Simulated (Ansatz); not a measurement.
```csv
atom,x (Å),y (Å),z (Å)
N,0.0000,0.0000,0.0000
O,0.0000,1.6500,0.7050
O,0.0000,-1.6500,0.7050
```

Basis set: pcseg-2 (spherical functions). Charge 0, multiplicity 2.

Computed with Ansatz (development build ahead of 0.2.0); each method stands on the lowest determinant of its kind that the runs found.

Give the atomization energy at this shape (free ground-state atoms in the same class of orbitals less the molecule, no zero-point energy) of doublet NO₂ by PBE0 (unrestricted), UHF.

```
             method  atomization energy
PBE0 (unrestricted)             2.10 eV
                UHF            -1.01 eV
```

Caution: the shape is not the minimum; the unrestricted determinant is a mixture of spin states. Caution for UHF: the molecule lies well above its atoms at this level.
